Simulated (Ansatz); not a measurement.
This geometry of BCl₂H₃O₂ (8 atoms, charge 0, multiplicity 1) is a first-order saddle point.

Computed with RKS PBE0-D4/def2-SVP in Ansatz 0.2.0.

```xyz
8
Properties=species:S:1:pos:R:3
B -0.010 0.304 -0.054
Cl -0.074 -0.294 2.158
O 1.227 0.057 -0.517
H 1.322 -0.809 -0.924
Cl -1.484 -0.368 -0.811
O -0.165 1.682 0.487
H -1.053 2.020 0.297
H -0.156 1.173 1.552
```

Q: Which two structures does it join? (They come from a converged band through this point; their orientation in space is the band's.)

A: Bonds broken: B1–Cl2, O6–H8. Bonds formed: Cl2–H8. BCl2H3O2 becomes BClH2O2 + ClH.

Image 0:

```xyz
8
Properties=species:S:1:pos:R:3
B -0.098 -0.040 0.096
Cl 0.121 -0.808 1.750
O 0.901 -0.188 -0.819
H 1.746 -0.391 -0.407
Cl -1.779 -0.168 -0.601
O -0.093 1.654 0.582
H -0.819 2.056 0.075
H -0.372 1.649 1.511
```

Image 8:

```xyz
8
Properties=species:S:1:pos:R:3
B -0.082 0.482 -0.498
Cl 0.112 0.037 3.106
O 1.146 -0.054 -0.547
H 1.211 -0.822 -1.122
Cl -1.429 -0.157 -1.474
O -0.287 1.542 0.330
H -1.187 1.883 0.295
H 0.122 0.853 2.098
```

Q: How far does it lie above each of them?

A: 0.54 eV above the first and 0.93 eV above the second. This is the barrier of this one path; another mechanism may lie lower. The orbitals stay closed-shell, which can raise the energy where a bond breaks towards radicals; this wasn't checked here.

Run time: 4.5 min on 2 threads of Arm Neoverse N1 (shared host), peak memory 0.19 GiB.
